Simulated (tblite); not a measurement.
C7H15FSi.
SMILES with atom numbers: `[CH3:1]/[C:2](=[C:3](\[SiH3:4])[CH2:5][F:6])[CH:7]([CH3:8])[CH3:9]` (hydrogens: H10, H11, H12 on C1; H13, H14, H15 on Si4; H16, H17 on C5; H18 on C7; H19, H20, H21 on C8; H22, H23, H24 on C9)

Computed with GFN2-xTB (tblite), gas phase: L-BFGS steps from a force-field or distance-geometry start until the largest atomic force falls under 0.01 eV/Å.

Step 3: E = -791.2566 eV
```
atom  x, y, z in Å  |  force x, y, z in eV/Å
C1      0.0111    1.7885    0.4018    0.040  -0.070  -0.021
C2      0.0904    0.3091    0.1060    0.210  -0.127   0.003
C3      1.2640   -0.3416   -0.0335   -0.195   0.131  -0.085
Si4     2.9907    0.3985    0.2517   -0.157   0.038  -0.085
C5      1.3631   -1.8052   -0.4036   -0.070  -0.081   0.058
F6      1.5085   -2.5975    0.7309   -0.050   0.159  -0.182
C7     -1.2661   -0.3774   -0.0247   -0.039  -0.007  -0.047
C8     -1.8868   -0.1163   -1.4089    0.082   0.009   0.131
C9     -2.2542    0.0099    1.0870    0.126   0.016  -0.147
H10    -0.2820    1.9543    1.4389    0.018  -0.084  -0.007
H11     0.9430    2.3265    0.2347    0.087  -0.295  -0.001
H12    -0.7418    2.2668   -0.2255   -0.040  -0.153   0.000
H13     4.0038   -0.6644    0.1546   -0.123   0.117   0.016
H14     3.0565    1.0244    1.5652    0.025   0.065   0.122
H15     3.2362    1.3916   -0.7998    0.055   0.022  -0.018
H16     0.4935   -2.1899   -0.9407   -0.132  -0.009   0.056
H17     2.2481   -2.0135   -1.0247   -0.088   0.163   0.169
H18    -1.1312   -1.4577    0.0691    0.102   0.001   0.004
H19    -2.1304    0.9341   -1.5451    0.041   0.039   0.032
H20    -1.1996   -0.4158   -2.1969    0.029   0.015  -0.006
H21    -2.8049   -0.6879   -1.5202   -0.016  -0.028   0.030
H22    -2.5740    1.0419    1.0059    0.011   0.132  -0.041
H23    -1.8091   -0.1417    2.0649    0.074  -0.018   0.057
H24    -3.1406   -0.6170    1.0206    0.009  -0.033  -0.037
```

Step 4: E = -791.2703 eV
```
atom  x, y, z in Å  |  force x, y, z in eV/Å
C1      0.0131    1.7814    0.3996   -0.024   0.010   0.031
C2      0.0875    0.3064    0.1108    0.278  -0.120  -0.111
C3      1.2630   -0.3360   -0.0414   -0.239   0.001   0.006
Si4     2.9880    0.4045    0.2528   -0.215  -0.008  -0.116
C5      1.3556   -1.8023   -0.4040   -0.030  -0.081  -0.001
F6      1.5084   -2.5951    0.7271   -0.089   0.155  -0.098
C7     -1.2671   -0.3772   -0.0240    0.078  -0.049  -0.060
C8     -1.8847   -0.1161   -1.4055    0.024   0.004   0.024
C9     -2.2502    0.0122    1.0833    0.045   0.017  -0.043
H10    -0.2801    1.9496    1.4340    0.003  -0.063   0.088
H11     0.9471    2.3125    0.2357    0.115  -0.236  -0.037
H12    -0.7428    2.2581   -0.2232   -0.031  -0.110  -0.047
H13     3.9960   -0.6570    0.1553   -0.064   0.052   0.014
H14     3.0576    1.0247    1.5656    0.016   0.094   0.170
H15     3.2382    1.3905   -0.7992    0.061   0.079  -0.057
H16     0.4832   -2.1925   -0.9398   -0.013   0.045   0.086
H17     2.2466   -2.0056   -1.0152   -0.100   0.124   0.062
H18    -1.1252   -1.4562    0.0684    0.054  -0.026   0.020
H19    -2.1277    0.9341   -1.5434    0.031   0.046   0.040
H20    -1.1998   -0.4142   -2.1959    0.043   0.005   0.001
H21    -2.8035   -0.6881   -1.5185    0.002  -0.009   0.037
H22    -2.5724    1.0437    1.0043    0.021   0.133  -0.047
H23    -1.8084   -0.1424    2.0614    0.103  -0.001   0.089
H24    -3.1341   -0.6151    1.0193   -0.069  -0.062  -0.049
```

Step 5: E = -791.2804 eV
```
atom  x, y, z in Å  |  force x, y, z in eV/Å
C1      0.0143    1.7756    0.3986   -0.043   0.035   0.060
C2      0.0874    0.3036    0.1128    0.156  -0.046  -0.154
C3      1.2602   -0.3333   -0.0479   -0.143  -0.109   0.058
Si4     2.9820    0.4095    0.2520   -0.192   0.004  -0.064
C5      1.3487   -1.8006   -0.4045   -0.007  -0.033  -0.047
F6      1.5068   -2.5908    0.7229   -0.106   0.098   0.030
C7     -1.2658   -0.3779   -0.0243    0.114  -0.057  -0.036
C8     -1.8828   -0.1159   -1.4028   -0.012   0.006  -0.058
C9     -2.2466    0.0144    1.0803   -0.023   0.012   0.045
H10    -0.2785    1.9446    1.4316   -0.002  -0.047   0.134
H11     0.9525    2.2971    0.2358    0.111  -0.168  -0.057
H12    -0.7441    2.2490   -0.2223   -0.010  -0.067  -0.071
H13     3.9885   -0.6502    0.1561   -0.032   0.010   0.011
H14     3.0587    1.0265    1.5687   -0.004   0.079   0.122
H15     3.2410    1.3911   -0.7998    0.053   0.106  -0.073
H16     0.4747   -2.1938   -0.9376    0.044   0.065   0.073
H17     2.2437   -1.9971   -1.0068   -0.070   0.071  -0.057
H18    -1.1194   -1.4556    0.0682    0.014  -0.051   0.029
H19    -2.1249    0.9348   -1.5412    0.024   0.034   0.047
H20    -1.1992   -0.4129   -2.1950    0.047  -0.002   0.000
H21    -2.8022   -0.6883   -1.5165    0.018   0.008   0.038
H22    -2.5706    1.0472    1.0021    0.045   0.073  -0.045
H23    -1.8062   -0.1429    2.0597    0.095   0.022   0.066
H24    -3.1299   -0.6146    1.0174   -0.077  -0.045  -0.050
```

Step 6: E = -791.2881 eV
```
atom  x, y, z in Å  |  force x, y, z in eV/Å
C1      0.0149    1.7714    0.3988   -0.028   0.021   0.060
C2      0.0884    0.3013    0.1117   -0.025   0.028  -0.126
C3      1.2569   -0.3338   -0.0521   -0.010  -0.132   0.074
Si4     2.9736    0.4138    0.2505   -0.099   0.042   0.008
C5      1.3430   -1.7997   -0.4056    0.013   0.008  -0.052
F6      1.5034   -2.5855    0.7203   -0.103   0.029   0.134
C7     -1.2629   -0.3792   -0.0252    0.059  -0.043  -0.001
C8     -1.8812   -0.1156   -1.4017   -0.016   0.002  -0.080
C9     -2.2440    0.0163    1.0788   -0.044  -0.004   0.078
H10    -0.2772    1.9397    1.4323    0.007  -0.036   0.123
H11     0.9589    2.2814    0.2348    0.074  -0.102  -0.056
H12    -0.7453    2.2405   -0.2230    0.022  -0.027  -0.065
H13     3.9818   -0.6444    0.1569   -0.030  -0.001   0.009
H14     3.0595    1.0293    1.5731   -0.028   0.043   0.030
H15     3.2442    1.3936   -0.8016    0.030   0.097  -0.054
H16     0.4684   -2.1937   -0.9347    0.044   0.053   0.028
H17     2.2403   -1.9889   -1.0013   -0.024   0.013  -0.151
H18    -1.1146   -1.4562    0.0687   -0.016  -0.057   0.030
H19    -2.1222    0.9360   -1.5385    0.020   0.016   0.046
H20    -1.1979   -0.4118   -2.1943    0.042  -0.004  -0.010
H21    -2.8009   -0.6883   -1.5141    0.024   0.019   0.030
H22    -2.5681    1.0512    0.9995    0.067  -0.005  -0.036
H23    -1.8027   -0.1428    2.0595    0.062   0.042   0.018
H24    -3.1278   -0.6147    1.0148   -0.042  -0.002  -0.039
```

Q: Estimate the geometry and energy of step 7. (The exact step hangs on the optimiser's Hessian estimate; all steps are aligned on step 6, rigid shifts and turns removed.)

A: E = -791.2928 eV, largest force 0.175 eV/Å
```
atom  x, y, z in Å  |  force x, y, z in eV/Å
C1      0.0149    1.7693    0.4001   -0.004  -0.008   0.039
C2      0.0888    0.3004    0.1087   -0.117   0.041  -0.059
C3      1.2546   -0.3364   -0.0531    0.053  -0.064   0.063
Si4     2.9667    0.4170    0.2496   -0.001   0.070   0.043
C5      1.3401   -1.7994   -0.4068    0.028   0.014  -0.016
F6      1.4993   -2.5815    0.7210   -0.084  -0.005   0.146
C7     -1.2606   -0.3807   -0.0259   -0.017  -0.030   0.016
C8     -1.8802   -0.1154   -1.4021    0.000  -0.004  -0.048
C9     -2.2430    0.0171    1.0790   -0.024  -0.019   0.052
H10    -0.2763    1.9361    1.4352    0.021  -0.032   0.073
H11     0.9639    2.2701    0.2331    0.028  -0.059  -0.039
H12    -0.7457    2.2350   -0.2247    0.049   0.000  -0.035
H13     3.9772   -0.6410    0.1576   -0.044   0.011   0.008
H14     3.0593    1.0318    1.5764   -0.045   0.019  -0.036
H15     3.2466    1.3970   -0.8038    0.005   0.066  -0.018
H16     0.4655   -2.1926   -0.9325    0.016   0.028  -0.015
H17     2.2377   -1.9839   -1.0011    0.002  -0.029  -0.173
H18    -1.1120   -1.4578    0.0696   -0.030  -0.043   0.025
H19    -2.1203    0.9371   -1.5361    0.019   0.000   0.039
H20    -1.1962   -0.4113   -2.1942    0.031  -0.002  -0.018
H21    -2.7998   -0.6880   -1.5122    0.018   0.021   0.015
H22    -2.5654    1.0537    0.9973    0.073  -0.053  -0.025
H23    -1.7994   -0.1419    2.0599    0.029   0.047  -0.016
H24    -3.1275   -0.6150    1.0126   -0.005   0.032  -0.019
```

The energy changes by -0.0046 eV. The first-order estimate −F·Δx gives -0.0066 eV and the mean of the old and new forces, exact on a quadratic surface, -0.0047 eV. The step makes an angle of 53° with the force vector and moves no atom by more than 0.012 Å.

The cost below is that of the whole relaxation. On one thread, Arm Neoverse N1 (aarch64) (shared host), this took 1.9 s of wall time.
